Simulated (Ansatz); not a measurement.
Gas-phase electronic energies from Ansatz, PBE0-D4/def2-TZVP geometries. CBS: MP2 limit from def2 TZ/QZ plus the TZ coupled-cluster correction, frozen cores. DFT in def2-TZVPP. B3LYP here is the variant with VWN-RPA as its local correlation; programs differ in this. One conformer a species, not always the lowest.

`C[SiH2]C1=NC1` → `C[SiH](C)C#N`  (isomerisation)

CCSD(T)/CBS gives -236.7 kJ/mol.

**Question.** Another level gave -231.3 kJ/mol. Which?
A. revPBE-D4/def2-TZVPP
B. B3LYP/def2-TZVPP
C. ωB97X-V/def2-TZVPP
D. MP2/def2-TZVPP

**Answer.** B. B3LYP -231.3, revPBE-D4 -208.1, ωB97X-V -222.1, MP2/def2-TZVPP -243.1 kJ/mol.

Largest T1 diagnostic among the species: 0.012.

From BLYP to BHLYP (50 % exact exchange), in def2-TZVPP and without D4, ΔE moves by −10.0 kJ/mol. In def2-TZVPP, CCSD(T) changes the Hartree–Fock value by +19.7 kJ/mol (the triples alone add +3.5 kJ/mol) and MP2 by +15.1 kJ/mol. At CCSD(T), def2-SVP lies +10.9 kJ/mol from the extrapolated value and def2-TZVPP −1.8 kJ/mol.

CCSD(T)/CBS has its own doubt, a few kJ/mol and more with outer-core shells, so smaller differences from it don't rank the levels.
